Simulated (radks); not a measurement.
The nitrogen ion N4+, [He] 2s1. Calculated with a radial shooting solver on a logarithmic mesh with Libxc functionals: non-relativistic Kohn-Sham, LDA (Slater exchange, Perdew-Wang correlation), spin-polarised, spherical densities, point nucleus. Every spin shell is full or empty, so the densities are truly spherical. Functionals are evaluated on that one density, not self-consistently. Rank these exchange functionals by their error against the exact value of the orbitals, and give that value: LDA, revPBE, PW86, WC, G96, EV93, APBE, TPSS, revTPSS, SCAN, r2SCAN, Tao-Mo, TASK, MVS.

Answer. Exact: -4.64139 hartree. From best to worst, with 100 (|E| - |E exact|)/|E exact| (equal figures are ties): revPBE +0.01, G96 -0.12, SCAN -0.13, r2SCAN -0.18, revTPSS +0.23, APBE +0.26, MVS -0.28, TPSS +0.36, PW86 +0.43, Tao-Mo +0.48, TASK -1.61, WC -3.32, EV93 +4.32, LDA -13.28.
